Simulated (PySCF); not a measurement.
## Shifts of the heteroatoms

Mapped SMILES: `[N:1]#[C:2][CH2:3][C:4]1=[O+:5][BH2-:6][O:7][CH:8]=[CH:9]1`; H(Xn) means a hydrogen on atom n.

Theory: coordinates at the PBE0-D3(BJ)/def2-SVP level, NMR shieldings at PBE0/pcSseg-1/GIAO, J: B3LYP/pcJ-1 (spin–dipole term only in couplings to heteroatoms), in PySCF 2.14 (one averaged value for each set of equivalent atoms, a single conformation, in vacuum, non-relativistic).

**Question.** Where does 15N resonate?

**Answer.** 
| atoms | environment | σ (ppm) | δ (ppm) |
| --- | --- | --- | --- |
| N1 | nitrile nitrogen | -51.9 | -103.0 |

Shieldings were converted by a linear fit to measured shifts: 15N (scatter 7.2 ppm rms vs CH3NO2, solution or neat liquid). Occasional misses reach two or three times the rms, and more in compound classes unlike the fitted ones. Couplings are scaled by factors fitted to measured values: 2J(H,H) × 0.91 (rms 0.6 Hz), 3J(H,H) × 0.91 (rms 0.4 Hz, 0.5 with 2 outliers); all others are unscaled and can be 10–30 % off.

Couplings (the largest are listed; each averaged over equivalent pairs): 3J(N1,H(C3)) = -1.7 Hz. Signs are for 15N, whose magnetogyric ratio is negative.

On a 300 MHz spectrometer 15N resonates near 30.4 MHz, so 1 ppm is 30.4 Hz.

**Question.** What are the 17O shifts?

**Answer.** 
```
atoms                                  environment  σ (ppm)  δ (ppm)
   O7  oxygen bonded to C, B, in a 6-membered ring     39.9    228.5
   O5               donor oxygen of a Lewis adduct     61.6    209.2
```

Shieldings were converted by a linear fit to measured shifts: 17O (scatter 13.4 ppm rms, 14.2 ppm with the 1 outlier that the fit left out vs liquid water, solution or neat liquid). A few per cent of atoms miss by over 2 rms, more outside the fitted compound classes. Couplings are scaled by factors fitted to measured values: 2J(H,H) × 0.91 (rms 0.6 Hz), 3J(H,H) × 0.91 (rms 0.4 Hz, 0.5 with 2 outliers); all others are unscaled and can be 10–30 % off.

Couplings (the largest are listed; each averaged over equivalent pairs; quadrupolar broadening usually hides them): 1J(B6,O7) = 10.7 Hz, 1J(O5,B6) = 10.6 Hz, 2J(O7,H(C8)) = -16.1 Hz, 2J(O5,H(B6)) = -9.7 Hz, 2J(O7,H(B6)) = -9.1 Hz, 3J(O5,H(C3)) = -1.3 Hz, 3J(O7,H(C9)) = -1.0 Hz.

On a 300 MHz spectrometer 17O resonates near 40.7 MHz, so 1 ppm is 40.7 Hz.
